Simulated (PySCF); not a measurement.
**Mayer bond orders and bond lengths**

Species: C6H7O2S (charge -1).
Atom-mapped SMILES: `[CH3:1][CH2:2][O:3][c:4]1[cH:5][cH:6][o:7][c:8]1[S-:9]` (hydrogens: H10, H11, H12 on C1; H13, H14 on C2; H15 on C5; H16 on C6)

Cartesian coordinates in Å at the GFN2-xTB level; atoms count from 1:
```xyz
16
C6H7O2S angstrom
C      2.7936   -0.3433   -0.1557
C      1.4301    0.3323   -0.1668
O      0.4628   -0.6401    0.1572
C     -0.8501   -0.1945    0.1632
C     -1.9341   -1.0999    0.1161
C     -3.0673   -0.3474    0.1485
O     -2.7557    0.9708    0.2057
C     -1.3888    1.0833    0.2209
S     -0.7164    2.6387    0.3008
H      2.9965   -0.7472    0.8337
H      2.8113   -1.1622   -0.8726
H      3.5658    0.3769   -0.4150
H      1.2191    0.7569   -1.1594
H      1.3976    1.1567    0.5547
H     -1.8624   -2.1700    0.0726
H     -4.1097   -0.6022    0.1391
```

Bond orders from the PBE0/pcSseg-1 density (PySCF). Geometry: GFN2-xTB, one conformer, isolated ion. The pcSseg-1 basis has no diffuse functions, a weakness for an anion. The HOMO energy is positive at this level (+0.12 eV), so the outermost electrons may be held by the finite basis alone.

Problem. Where do the orders between heavy atoms depart from those drawn in the SMILES?

Solution. The largest departure is 0.512, at O7–C8 (drawn aromatic, 0.988), counting aromatic bonds as 1.5. Drawn single, order above 1.12: C8–S9 (1.286). The bonds drawn aromatic range from 0.99 to 1.57. The SMILES, with its formal charges, is one Lewis structure only.

Problem. Set the Mayer orders of the bonds between heavy atoms beside their lengths.

Solution. 
```
 bond  drawn as  length (Å)  Mayer order
C1–C2    single       1.522        1.056
C2–O3    single       1.409        0.902
O3–C4    single       1.386        0.955
C4–C5  aromatic       1.413        1.316
C5–C6  aromatic       1.361        1.571
C6–O7  aromatic       1.356        1.063
O7–C8  aromatic       1.372        0.988
C8–S9    single       1.696        1.286
C8–C4  aromatic       1.388        1.361
```

By pair of heavy elements: C–C: lowest C1–C2 (1.056, 1.522 Å), highest C5–C6 (1.571, 1.361 Å). C–O: lowest C2–O3 (0.902, 1.409 Å), highest C6–O7 (1.063, 1.356 Å).

Problem. And the bonds to hydrogen?

Solution. C–H: 0.92 to 0.99 (7 bonds).

Problem. Sum the orders of all bonds at each heavy atom with more than one neighbour and set the sums beside the valence in the SMILES.

Solution. C1 3.954 (drawn 4), C2 3.827 (drawn 4), O3 1.857 (drawn 2), C4 3.632 (drawn 4), C5 3.864 (drawn 4), C6 3.628 (drawn 4), O7 2.051 (drawn 2), C8 3.635 (drawn 4). Orders between atoms that aren't bonded are not in these sums.

The Mayer order sums products of elements of PS (density times overlap matrix) between the two atoms' basis functions, so it depends on the basis set.

The run behind these numbers computed NMR shieldings as well. The run took about 1.8 min of CPU time (grids of density and orbitals included) (one thread, shared machine).
